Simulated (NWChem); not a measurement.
A series in which one site is exchanged, each optimised at PBE0/def2-SVP with NWChem, gas phase unless a solvent is named. Low-valent species are run as closed-shell singlets; no triplet was tried in these runs. def2 effective core potentials on In; no spin-orbit coupling.

A: [CuH] (CuH; site = Cu)
B: [InH] (InH; site = In)
C: [AlH] (AlH; site = Al)
D: [GaH] (GaH; site = Ga)

| quantity | A | B | C | D |
|---|---|---|---|---|
| orbital gap (eV), PBE0/def2-SVP | 4.79 | 3.94 | … | 4.21 |
| static polarisability, CAM-B3LYP/def2-SVPD (bohr³) | 32.1 | 50.3 | … | 40.1 |
| lowest singlet excitation, CAM-B3LYP/def2-SVPD, TDA (eV) | 2.99 | 2.82 | 3.00 | 3.00 |

### Question
Complete the blanks.

### Answer

- orbital gap (eV), PBE0/def2-SVP, C: 4.01
- static polarisability, CAM-B3LYP/def2-SVPD (bohr³), C: 45.0
